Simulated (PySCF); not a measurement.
## From computed data to an observable: oscillator strength and radiative lifetime

CH3FO2Si, SMILES O=C(O)[SiH2]F.

Coordinates come from a PBE0-D3(BJ)/def2-SVP optimisation. The structure was generated by enumeration, and PubChem lists no compound with its InChIKey, so it may never have been made. Other conformers were not sampled.

TDA-PBE/def2-SVPD (PySCF 2.14.0) puts the first singlet state with f over 0.02 at 6.54 eV (vertical), with the transition dipole (-0.512, -0.674, 0.000) in atomic units.

Task: Find the oscillator strength, the wavelength and the radiative lifetime that this transition would have in vacuum if emission retraced absorption.

Result: 
|μ|² = 0.7164 au, so |μ| = 2.15 D. ΔE = 6.54/27.211 = 0.2403 hartree. f = (2/3) ΔE |μ|² = 0.115 (the program prints 0.115).
λ = 1239.84/6.54 = 190 nm; ν = 52749 cm⁻¹.
Einstein's coefficient A = 0.6670 ν² f s⁻¹ (ν in cm⁻¹) = 2.1e8 s⁻¹, so τ = 1/A = 4.7 ns. This state is S3; the lower singlets have f = 0.006, 0.001. The figure is the radiative limit of this one transition; relaxation, internal conversion, crossing to triplets and a medium change what is measured.
